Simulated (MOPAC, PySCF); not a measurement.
[Zn(F)2], neutral singlet in the gas phase. 

Cartesian coordinates (Å):
```xyz
3

Zn     0.0000     0.0000     0.0000
F      1.1201     0.7074    -1.1201
F     -1.1201    -0.7074     1.1201
```
Charge 0, multiplicity 1.

All levels are single points at this geometry (TPSS-D3(BJ)/def2-SVP); Pople sets use spherical d functions. Orbital energies aren't observables, and empty levels follow the basis.

PBE-D3(BJ)/def2-TZVP in PySCF gives HOMO (eV) = -8.58.

Estimate the HOMO (eV) from each of these levels: TPSSh-D3(BJ)/def2-TZVP in PySCF; BP86/6-31G* (LANL2DZ on Zn) in PySCF; HF/3-21G in PySCF; PM3 in MOPAC; PM7 in MOPAC.


```json
[
 {"level": "TPSSh-D3(BJ)/def2-TZVP in PySCF", "HOMO (eV)": "-9.43"},
 {"level": "BP86/6-31G* (LANL2DZ on Zn) in PySCF", "HOMO (eV)": "-7.71"},
 {"level": "HF/3-21G in PySCF", "HOMO (eV)": "-14.28"},
 {"level": "PM3 in MOPAC", "HOMO (eV)": "-15.33"},
 {"level": "PM7 in MOPAC", "HOMO (eV)": "-13.39"}
]
```
